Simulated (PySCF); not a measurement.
## Spinor energies of Tc³⁺ (technetium, charge +3)

Start: [Kr] 4d4; 4d3/2 filled at m_j = -3/2, -1/2, +1/2, +3/2. Calculated with PySCF 2.14 in x2c-TZVPPall-2c (8s9p7d2f1g, 93 functions): generalised Hartree-Fock with the X2C-1e Hamiltonian and a Gaussian nucleus; one run each with spin-orbit coupling (SO) switched off, then screened by Boettger's factors.

```json
{"spinor shell": "1s1/2", "electrons": "2", "ε, spin-free (eV)": "-21191.1", "ε, screened SO (eV)": "-21189.8", "weight of nominal j (screened SO)": "1.000", "rms radius, screened SO (bohr)": "0.0394"}
{"spinor shell": "2s1/2", "electrons": "2", "ε, spin-free (eV)": "-3127.7", "ε, screened SO (eV)": "-3127.3", "weight of nominal j (screened SO)": "1.000", "rms radius, screened SO (bohr)": "0.162"}
{"spinor shell": "2p1/2", "electrons": "2", "ε, spin-free (eV)": "-2795.9", "ε, screened SO (eV)": "-2877.6", "weight of nominal j (screened SO)": "1.000", "rms radius, screened SO (bohr)": "0.141"}
{"spinor shell": "3s1/2", "electrons": "2", "ε, spin-free (eV)": "-603.83", "ε, screened SO (eV)": "-603.70", "weight of nominal j (screened SO)": "1.000", "rms radius, screened SO (bohr)": "0.442"}
{"spinor shell": "3p1/2", "electrons": "2", "ε, spin-free (eV)": "-491.98", "ε, screened SO (eV)": "-506.19", "weight of nominal j (screened SO)": "1.000", "rms radius, screened SO (bohr)": "0.439"}
{"spinor shell": "3p3/2", "electrons": "4", "ε, spin-free (eV)": "-491.98", "ε, screened SO (eV)": "-485.24", "weight of nominal j (screened SO)": "1.000", "rms radius, screened SO (bohr)": "0.450"}
{"spinor shell": "3d3/2", "electrons": "4", "ε, spin-free (eV)": "-311.01", "ε, screened SO (eV)": "-313.64", "weight of nominal j (screened SO)": "0.965", "rms radius, screened SO (bohr)": "0.433"}
{"spinor shell": "3d5/2", "electrons": "6", "ε, spin-free (eV)": "-311.01", "ε, screened SO (eV)": "-309.11", "weight of nominal j (screened SO)": "0.977", "rms radius, screened SO (bohr)": "0.437"}
{"spinor shell": "4s1/2", "electrons": "2", "ε, spin-free (eV)": "-119.99", "ε, screened SO (eV)": "-119.94", "weight of nominal j (screened SO)": "1.000", "rms radius, screened SO (bohr)": "1.13"}
{"spinor shell": "4p1/2", "electrons": "2", "ε, spin-free (eV)": "-86.083", "ε, screened SO (eV)": "-92.151", "weight of nominal j (screened SO)": "0.676", "rms radius, screened SO (bohr)": "1.24"}
{"spinor shell": "4p3/2", "electrons": "4", "ε, spin-free (eV)": "-86.083", "ε, screened SO (eV)": "-83.069", "weight of nominal j (screened SO)": "0.838", "rms radius, screened SO (bohr)": "1.24"}
{"spinor shell": "4d3/2", "electrons": "4", "ε, spin-free (eV)": "-43.112", "ε, screened SO (eV)": "-43.127", "weight of nominal j (screened SO)": "0.546", "rms radius, screened SO (bohr)": "1.62"}
```

(1) Where does 2p3/2 lie, and what is the 2p spin-orbit splitting (screened SO)?

| quantity | spin-free | screened SO |
| --- | --- | --- |
| E (hartree) | -4280.98481 | -4281.54420 |
| M_J | 0 | 0 |
| ⟨J²⟩ | 4.006 | 3.699 |
| ⟨L²⟩ | 6.004 | 5.975 |
| ⟨S²⟩ | 6.001 | 5.970 |

The determinant has a definite M_J but mixes levels of different J.

Each row is a mean over spinors that exchange with the open shell spreads, by up to 6.493 eV (4p3/2).

Rows whose weight is well below 1 are mixtures of j = l ± 1/2: exchange outweighs spin-orbit coupling there, and the label is only the starting occupation.

Breit and QED terms are absent; they matter most for the inner s and p1/2 levels.

Densities and radii are taken from the X2C orbitals without a picture-change correction, which distorts them close to the nucleus.

Without spin-orbit coupling the j labels of p, d and f shells carry no meaning; the spin-free column gives the mean over the occupied spinors of each nl shell, and its ⟨J²⟩ belongs to a mixture of degenerate components.

Results:

(1) At -2757.6 eV, 119.99 eV above 2p1/2.
